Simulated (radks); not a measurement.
Isoelectronic series with 49 electrons, all held in the configuration [Kr] 4d10 5s2 5p1, which need not be the ground one along the series. All-electron calculation, Dirac Kohn-Sham, PBE, spin-unpolarised, spherical densities, point nucleus; open shells are shared between the two j in proportion to 2j + 1. Program: a radial shooting solver on a logarithmic mesh with Libxc functionals. Total energies (hartree) and mean radii <r> (bohr):

ion    E (hartree)  5p3/2  5p1/2  5s1/2
In     -5883.21451  3.806  3.616  2.610
Sn+    -6178.74853  2.939  2.832  2.307
Sb2+   -6482.60316  2.524  2.441  2.089
Te3+   -6794.79559  2.253  2.183  1.921
I4+    -7115.35509  2.053  1.991  1.785
Xe5+   -7444.31809  1.896  1.839  1.672
Cs6+    -7781.7262  1.768  1.715  1.576
Ba7+    -8127.6254  1.659  1.610  1.492
La8+    -8482.0650  1.566  1.519  1.418
Ce9+    -8845.0979  1.485  1.440  1.352
Pr10+   -9216.7797  1.414  1.370  1.293
